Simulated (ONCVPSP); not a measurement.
An all-electron radial function and its pseudo partner (P (Z = 15))

Columns: radius, all-electron u(r) and pseudo u(r) of the 2p shell (level -124.67 eV) of phosphorus in the configuration [He] 2s2 2p6 3s2 3p3; PW91, scalar-relativistic, ONCV scheme, ONCVPSP 4.0.1.

| r (bohr) | all-electron | pseudo |
| --- | --- | --- |
| 0.047 | 0.1697 | 0.0641 |
| 0.095 | 0.4918 | 0.2467 |
| 0.142 | 0.8018 | 0.5060 |
| 0.190 | 1.0548 | 0.8037 |
| 0.237 | 1.2278 | 1.0780 |
| 0.285 | 1.3333 | 1.2998 |
| 0.332 | 1.3773 | 1.4356 |
| 0.380 | 1.3761 | 1.4882 |
| 0.427 | 1.3416 | 1.4665 |
| 0.475 | 1.2826 | 1.3911 |
| 0.522 | 1.2097 | 1.2882 |
| 0.570 | 1.1264 | 1.1730 |
| 0.617 | 1.0407 | 1.0632 |
| 0.665 | 0.9525 | 0.9602 |
| 0.712 | 0.8679 | 0.8693 |
| 0.760 | 0.7848 | 0.7848 |
| 0.807 | 0.7080 | 0.7079 |
| 0.855 | 0.6347 | 0.6346 |
| 0.902 | 0.5685 | 0.5683 |
| 0.950 | 0.5064 | 0.5063 |
| 0.997 | 0.4510 | 0.4509 |
| 1.045 | 0.3998 | 0.3998 |
| 1.092 | 0.3548 | 0.3547 |
| 1.140 | 0.3134 | 0.3134 |
| 1.187 | 0.2773 | 0.2772 |
| 1.235 | 0.2443 | 0.2443 |

Q: How many radial nodes do the two functions have?

A: The all-electron 2p function has n − l − 1 = 0; the pseudo-wave has 0.

Q: At about which radius was the pseudo-wave matched?

A: 0.80 bohr, where the columns begin to agree (steps of 0.05 bohr).

Q: Where does each function peak?

A: Outermost all-electron maximum near 0.33 bohr, pseudo maximum near 0.38 bohr (to the table’s step).

Q: Is the pseudo-wave norm-conserving?

A: Yes: the ONCV scheme keeps the norm inside the radius equal to the all-electron one, which fixes the energy derivative of the logarithmic derivative at the level.
